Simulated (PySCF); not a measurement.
Worked example: entropy of an ideal gas

H3OSb, SMILES [SbH2][OH].

The structure is a stationary point at PBE0-D3(BJ)/def2-TZVP. The def2 effective core potentials stand for the cores of Sb; spin–orbit coupling is left out.

PBE0-D3(BJ)/def2-TZVP run with PySCF gives the harmonic wavenumbers 177, 603, 662, 669, 853, 953, 1950, 1951, 3892 cm⁻¹ and the rotational temperatures 3.6992, 0.3864, 0.3828 K. The molar mass is 140.78 g/mol, the symmetry number 1, the spin multiplicity 1.

Task: Work out the entropy at 298.15 K and 1 atm in the rigid-rotor, harmonic-oscillator model.

Result: 
Translation (Sackur–Tetrode at 1 atm): S = R[1.5 ln M + 2.5 ln T − 1.16487] = 170.4 J/(mol K).
Rotation: q = (√π/σ) T^1.5/√(θA θB θC) = 12300, S = R[ln q + 3/2] = 90.8 J/(mol K).
Vibration: with u = 1.4388 ν/T, each mode gives R[u/(e^u − 1) − ln(1 − e^−u)]:
| ν (cm⁻¹) | modes | u | S (J/(mol K)) |
|---|---|---|---|
| 177 | 1 | 0.85 | 9.87 |
| 603 | 1 | 2.91 | 1.86 |
| 662 | 1 | 3.19 | 1.48 |
| 669 | 1 | 3.23 | 1.44 |
| 853 | 1 | 4.12 | 0.70 |
| 953 | 1 | 4.60 | 0.47 |
| 1950 | 1 | 9.41 | 0.01 |
| 1951 | 1 | 9.41 | 0.01 |
The stiffer modes add less than 0.005 each. Sum 15.9 J/(mol K).
Spin: R ln 1 = 0.0 J/(mol K).
Total 277.1 J/(mol K); the program's own thermochemistry gives 277.1. Translation makes up 62 % and vibration 6 %. Anharmonicity, hindered rotation and orbital degeneracy are left out.
